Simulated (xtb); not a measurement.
xtb input:

```bash
xtb mol.xyz --gfn 2 --sp --chrg 1 --uhf 0
```
mol.xyz:
```
11

C     -1.53987489     0.03915439     0.09174102
C     -0.36193975    -0.37539377    -0.77845974
C      0.96532681    -0.11600465    -0.24776119
O      1.20764649     0.42101830     0.86771278
H     -1.54887711    -0.49308341     1.04573096
H     -1.55404977     1.11655263     0.27192710
H     -2.47047873    -0.20749115    -0.41510041
H     -0.37059478     0.09573811    -1.77631676
H     -0.36563074    -1.44897971    -1.03372118
H      1.86558377    -0.37963425    -0.80217097
H      0.40180237     0.66221553     1.37482849
```

Q: Predict the final energy.

A: -13.57166 Eh (GFN2-xTB).

It need not be the lowest isomer of its formula.
